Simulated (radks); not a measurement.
Question: All-electron atom: V10+ in [He] 2s2 2p(1/2: 2, 3/2: 3) 3s2 3p(1/2: 2, 3/2: 0) (not the ground configuration). All-electron calculation, Dirac Kohn-Sham, BLYP, spin-unpolarised, spherical densities, finite nucleus; Fermi nuclear charge, rms radius 3.6002 fm. Program: a radial shooting solver on a logarithmic mesh with Libxc functionals.

Spin-orbit splittings of the eigenvalues, e(l+1/2) - e(l-1/2), with zeta = 2 splitting/(2l+1) and mean radii in bohr:

| shell | occ. | splitting (eV) | zeta (eV) | <r> j=l-1/2 | <r> j=l+1/2 |
|---|---|---|---|---|---|
| 2p | 5 | 7.555 | 5.037 | 0.2641 | 0.2667 |
| 3p | 2 | ? | ? | 0.8028 | 0.8073 |

Estimate the 3p splitting.

Answer: 1.405 eV (zeta = 0.9370 eV).
